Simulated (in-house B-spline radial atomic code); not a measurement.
Values are calculated unless marked as measured or tabulated.
# Weak and strong correlation along the adiabatic connection

Two-electron singlets in several external potentials (atomic units), by full CI in B-splines with partial waves to l = 8 (correlation energies up to 0.6 % small). The repulsion is scaled by λ at fixed density; W(λ) is the mean repulsion less the Hartree energy, W(0) = E_x, and the area under W from 0 to 1 is E_xc.

Relative drop (W(λ) − E_x)/E_x:

| system | λ = 0.12 | λ = 0.25 | λ = 0.4 | λ = 0.6 | λ = 0.8 | λ = 1 |
| --- | --- | --- | --- | --- | --- | --- |
| −Z/r, Z = 1.6 | 0.0148 | 0.0297 | 0.0455 | 0.0648 | 0.0820 | 0.0977 |
| −Z exp(−kr)/r, Z = 2.35, k = 0.292 | 0.0093 | 0.0189 | 0.0294 | 0.0426 | 0.0549 | 0.0664 |
| ω²r²/2 − Z/r, ω = 0.447, Z = -1 | 0.0335 | 0.0645 | 0.0947 | 0.1274 | 0.1536 | 0.1748 |
| ω²r²/2 − Z/r, ω = 0.136, Z = 0.3 | 0.0358 | 0.0678 | 0.0981 | 0.1303 | 0.1557 | 0.1763 |
| −Z/r, Z = 7 | 0.0027 | 0.0055 | 0.0088 | 0.0131 | 0.0172 | 0.0213 |
| −Z/r, Z = 1, wall at 8 bohr | 0.0278 | 0.0542 | 0.0805 | 0.1102 | 0.1349 | 0.1557 |
| −V exp(−r²/w²), V = 5.52, w = 5.01 | 0.0199 | 0.0394 | 0.0595 | 0.0831 | 0.1034 | 0.1211 |

(1) Order the systems by how far second-order (GL2) theory, half the initial slope (estimated from the first points of each curve), overshoots the correlation energy, least first.
A. −Z/r, Z = 1, wall at 8 bohr
B. ω²r²/2 − Z/r, ω = 0.136, Z = 0.3
C. −Z/r, Z = 7
D. ω²r²/2 − Z/r, ω = 0.447, Z = -1
E. −Z/r, Z = 1.6
F. −V exp(−r²/w²), V = 5.52, w = 5.01
G. −Z exp(−kr)/r, Z = 2.35, k = 0.292

(2) What else changes along this order?

Results:

(1) C (GL2/E_c = 1.04), G (GL2/E_c = 1.13), E (GL2/E_c = 1.20), F (GL2/E_c = 1.28), A (GL2/E_c = 1.37), D (GL2/E_c = 1.45), B (GL2/E_c = 1.54).

(2) The ratio follows the bend of the curve. With it the leading natural occupation goes from 1.999 to 1.894 and −T_c/E_c from 0.96 to 0.66 between the first and the last.
